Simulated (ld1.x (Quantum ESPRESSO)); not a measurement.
## scandium (Sc), TM: configuration errors across variants

scandium, norm-conserving Troullier–Martins (Kleinman–Bylander form), made with ld1.x (Quantum ESPRESSO) 7.5 (PBE, fully relativistic). Core [Ne], reference 3s2 3p6 3d1 4s1.5 4p0 (charge +0.5). Waves: 3s (bound): rc 1.70 bohr; 3p (bound): rc 1.35 bohr; 3d (bound): rc 1.30 bohr. Local part: all-electron potential smoothed inside 1.15 bohr (lloc = -1). Core correction: none.

Open shells are filled in proportion to 2j + 1 (rel_dist='average').

Occupied shells without a wave of their own: 4s. They enter only through the test configuration that unscreens the potential.

All-electron excitation energies from the reference (eV): (1) 3s2 3p6 3d1 4s2 4p0 -2.754; (2) 3s2 3p6 3d1 4s1 4p0 4.142; (3) 3s2 3p6 3d1 4s0 4p0 16.911; (4) 3s2 3p6 3d0 4s0 4p0 41.780; (5) 3s2 3p6 3d1 4s0 4p1 7.572; (6) 3s2 3p5 3d1 4s2 4p0 37.425; (7) 3s2 3p6 3d1 4s1 4p1 0.025.

For the base: The 4s level has no wave, so the channel is fitted at the deeper level alone: the likely source of the large errors.

The file “base” misses its own reference levels by 0.4 eV. The file “wave 3d (bound): rc 1.30 bohr becomes 3d (bound): rc 0.84 bohr” misses its own reference levels by 0.4 eV. The file “wave 3d (bound): rc 1.30 bohr becomes 3d (bound): rc 0.98 bohr” misses its own reference levels by 0.4 eV. The file “wave 3d (bound): rc 1.30 bohr becomes 3d (bound): rc 1.08 bohr” misses its own reference levels by 0.4 eV. The file “wave 3d (bound): rc 1.30 bohr becomes 3d (bound): rc 1.22 bohr” misses its own reference levels by 0.4 eV. The file “wave 3d (bound): rc 1.30 bohr becomes 3d (bound): rc 1.32 bohr” misses its own reference levels by 0.4 eV. The file “wave 3d (bound): rc 1.30 bohr becomes 3d (bound): rc 1.58 bohr” misses its own reference levels by 0.4 eV. The file “wave 3d (bound): rc 1.30 bohr becomes 3d (bound): rc 1.70 bohr” misses its own reference levels by 0.4 eV. The file “wave 3d (bound): rc 1.30 bohr becomes 3d (bound): rc 1.86 bohr” misses its own reference levels by 0.4 eV. The file “wave 3d (bound): rc 1.30 bohr becomes 3d (bound): rc 1.92 bohr” misses its own reference levels by 0.4 eV.

Errors AE − PS in meV (a dash: test not solved or not reliable):

| change | (1) | (2) | (3) | (4) | (5) | (6) | (7) | bound ghosts |
| --- | --- | --- | --- | --- | --- | --- | --- | --- |
| base | +152 | -207 | -856 | -1408 | -655 | +489 | -152 | not determined |
| wave 3d (bound): rc 1.30 bohr becomes 3d (bound): rc 0.84 bohr | +152 | -207 | -856 | -1415 | -654 | +490 | -152 | not determined |
| wave 3d (bound): rc 1.30 bohr becomes 3d (bound): rc 0.98 bohr | +152 | -207 | -856 | -1415 | -654 | +490 | -152 | not determined |
| wave 3d (bound): rc 1.30 bohr becomes 3d (bound): rc 1.08 bohr | +152 | -207 | -856 | -1414 | -654 | +490 | -152 | not determined |
| wave 3d (bound): rc 1.30 bohr becomes 3d (bound): rc 1.22 bohr | +152 | -207 | -856 | -1411 | -654 | +489 | -152 | not determined |
| wave 3d (bound): rc 1.30 bohr becomes 3d (bound): rc 1.32 bohr | +152 | -207 | -856 | -1407 | -655 | +489 | -152 | not determined |
| wave 3d (bound): rc 1.30 bohr becomes 3d (bound): rc 1.58 bohr | +152 | -207 | -857 | -1390 | -655 | +484 | -153 | not determined |
| wave 3d (bound): rc 1.30 bohr becomes 3d (bound): rc 1.70 bohr | +152 | -207 | -858 | -1378 | -656 | +480 | -153 | not determined |
| wave 3d (bound): rc 1.30 bohr becomes 3d (bound): rc 1.86 bohr | +152 | -207 | -859 | -1352 | -656 | +470 | -153 | not determined |
| wave 3d (bound): rc 1.30 bohr becomes 3d (bound): rc 1.92 bohr | +152 | -207 | -859 | -1344 | -656 | +467 | -153 | not determined |

(1) Give the same row for: wave 3d (bound): rc 1.30 bohr becomes 3d (bound): rc 1.44 bohr.

## Answers

(1) +152, -207, -857, -1401, -655, +487, -152; bound ghosts: not determined.
